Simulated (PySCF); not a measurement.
# Computed vibrations of [Dy(SH)4]−

[Dy(SH)4]− (singlet in the valence; each metal's 4f electrons, 9 of them, lie in its core potential, out of spins and levels). PySCF 2.14.0, RKS PBE0, Dy lcecp-1-SVP with ECP55, S def2-SVP, H def2-SVP; non-relativistic Hamiltonian with scalar-relativistic core potentials where named; density fitting; no spin-orbit coupling. Central differences of gradients.

```xyz
9

Dy    0.0000    0.0000    0.0000
S     1.5245    1.6637    1.3959
H     2.4444    0.6819    1.5553
S    -1.5245   -1.6637    1.3959
H    -2.4444   -0.6819    1.5553
S     1.6637   -1.5245   -1.3959
H     0.6819   -2.4444   -1.5553
S    -1.6637    1.5245   -1.3959
H    -0.6819    2.4444   -1.5553
```

Run from Python with OMP_NUM_THREADS=2. Where DIIS fails, smearing, a level shift and second-order steps follow.
It took 2.9 min on 2 threads of Arm Neoverse V2, with other jobs on the host.

What are the harmonic wavenumbers and infrared intensities?

Negative numbers are unstable modes, those under 60 cm⁻¹ near the noise; a finer grid moves soft modes by up to 10 cm⁻¹.
```csv
cm⁻¹,km/mol,symmetry
-118,–,
-40,–,
59,2.9,
59,3.7,
66,5.5,
72,0.0,
75,12.8,
78,12.1,
128,31.4,
260,0.0,
269,55.6,
269,55.6,
271,41.9,
378,0.0,
401,36.5,
401,36.5,
412,22.9,
2684,0.0,
2684,13.0,
2685,13.0,
2685,0.4,
```

Is this a minimum?

No: 2 unstable; the lowest moves the atoms so:
```
Dy   0.00  0.00  0.00
S    0.01  0.00 -0.01
H    0.20  0.11 -0.45
S   -0.01  0.00 -0.01
H   -0.20 -0.11 -0.45
S    0.00 -0.01  0.01
H    0.11 -0.20  0.44
S    0.00  0.01  0.01
H   -0.11  0.20  0.44
```

An lcecp potential fixes the number of 4f electrons, so in runs with it no electron can move into or out of that shell.
